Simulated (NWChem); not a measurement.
System meant: CH₆F₂Si₂; SMILES FC(F)([SiH3])[SiH3]

The following NWChem deck was run.

```
start job
memory heap 200 mb stack 900 mb global 1100 mb
geometry units angstroms noautoz
  F      0.000000    -1.123555    -1.191113
  C      0.000000     0.000000    -0.364122
  F      0.000000     1.123555    -1.191113
  Si     1.664978     0.000000     0.622781
  Si    -1.664978     0.000000     0.622781
  H      1.718393     1.229225     1.483304
  H      1.718393    -1.229225     1.483304
  H      2.790194     0.000000    -0.368805
  H     -2.790194     0.000000    -0.368805
  H     -1.718393     1.229225     1.483304
  H     -1.718393    -1.229225     1.483304
end
basis spherical
  F library def2-svp
  C library def2-svp
  Si library def2-svp
  H library def2-svp
end
dft
  odft
  mult 2
  xc b3lyp
  iterations 150
  mulliken
end
task dft energy
```

End of the output:

```
 Summary of "ao basis" -> "" (spherical)
 ------------------------------------------------------------------------------
       Tag                 Description            Shells   Functions and Types
 ---------------- ------------------------------  ------  ---------------------
 F                          def2-svp                 6       14   3s2p1d
 C                          def2-svp                 6       14   3s2p1d
 Si                         def2-svp                 8       18   4s3p1d
 H                          def2-svp                 3        5   2s1p

                                 NWChem DFT Module
                                 -----------------

 Summary of "ao basis" -> "ao basis" (spherical)
 ------------------------------------------------------------------------------
       Tag                 Description            Shells   Functions and Types
 ---------------- ------------------------------  ------  ---------------------
 F                          def2-svp                 6       14   3s2p1d
 C                          def2-svp                 6       14   3s2p1d
 Si                         def2-svp                 8       18   4s3p1d
 H                          def2-svp                 3        5   2s1p

      Symmetry analysis of basis
      --------------------------

        a1         39
        a2         16
        b1         29
        b2         24

  number of electrons :                   58
  multiplicity        :                    2
 ------------------------------------------------------------------------
  no. of electrons and multiplicity not compatible                  58
 ------------------------------------------------------------------------
 ------------------------------------------------------------------------
  current input line :
    29: task dft energy
 ------------------------------------------------------------------------
 ------------------------------------------------------------------------
 There is an error in the input file
 ------------------------------------------------------------------------
 For more information see the NWChem manual at https://nwchemgit.github.io

0: no. of electrons and multiplicity not compatible:Received an Error in Communication
```

### Question
Can this run be used? If not, why, and what is the fix?

### Answer
The input was rejected before any calculation. Cause: the multiplicity doesn't fit the number of electrons (an even count wants an odd multiplicity, and the reverse). This input runs:
```
start job
memory heap 200 mb stack 900 mb global 1100 mb
geometry units angstroms noautoz
  F      0.000000    -1.123555    -1.191113
  C      0.000000     0.000000    -0.364122
  F      0.000000     1.123555    -1.191113
  Si     1.664978     0.000000     0.622781
  Si    -1.664978     0.000000     0.622781
  H      1.718393     1.229225     1.483304
  H      1.718393    -1.229225     1.483304
  H      2.790194     0.000000    -0.368805
  H     -2.790194     0.000000    -0.368805
  H     -1.718393     1.229225     1.483304
  H     -1.718393    -1.229225     1.483304
end
basis spherical
  * library def2-svp
end
dft
  xc b3lyp
  iterations 150
  mulliken
end
task dft energy
```
It converges to -820.02332 Ha (B3LYP/def2-SVP).
